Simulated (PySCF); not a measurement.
## Two-component Hartree-Fock for Fe⁺ (iron, charge +1)

Start: [Ar] 3d7; 3d3/2 filled at m_j = +1/2, +3/2; 3d5/2 filled at m_j = -3/2, -1/2, +1/2, +3/2, +5/2. Calculated with PySCF 2.14 in x2c-TZVPall-2c (6s7p4d1f, 54 functions): generalised Hartree-Fock with the X2C-1e Hamiltonian and a Gaussian nucleus; one run each with spin-orbit coupling (SO) switched off, then screened by Boettger's factors. This is a chosen level, not necessarily the ground level.

| spinor shell | electrons | ε, spin-free (eV) | ε, screened SO (eV) | weight of nominal j (screened SO) | rms radius, screened SO (bohr) |
| --- | --- | --- | --- | --- | --- |
| 1s1/2 | 2 | -7178.0 | -7177.9 | 1.000 | 0.0675 |
| 2s1/2 | 2 | -884.63 | -884.61 | 1.000 | 0.288 |
| 2p1/2 | 2 | -750.50 | -759.43 | 0.995 | 0.259 |
| 2p3/2 | 4 | -750.50 | -746.12 | 0.998 | 0.261 |
| 3s1/2 | 2 | -117.93 | -117.93 | 1.000 | 0.878 |
| 3p3/2 | 4 | -77.872 | -76.886 | 0.822 | 0.948 |
| 3p1/2 | 2 | -77.872 | -79.878 | 0.644 | 0.944 |
| 3d5/2 | 5 | -19.031 | -20.079 | 0.585 | 1.31 |
| 3d3/2 | 2 | -19.031 | -16.450 | 0.682 | 1.45 |

```csv
quantity,spin-free,screened SO
E (hartree),-1271.01438,-1271.03668
M_J,9/2,9/2
⟨J²⟩,24.765,24.764
⟨L²⟩,12.004,11.994
⟨S²⟩,3.761,3.773
```

Each row is a mean over spinors that exchange with the open shell spreads, by up to 12.498 eV (3p3/2).

Rows whose weight is well below 1 are mixtures of j = l ± 1/2: exchange outweighs spin-orbit coupling there, and the label is only the starting occupation.

Without spin-orbit coupling the j labels of p, d and f shells carry no meaning; the spin-free column gives the mean over the occupied spinors of each nl shell.
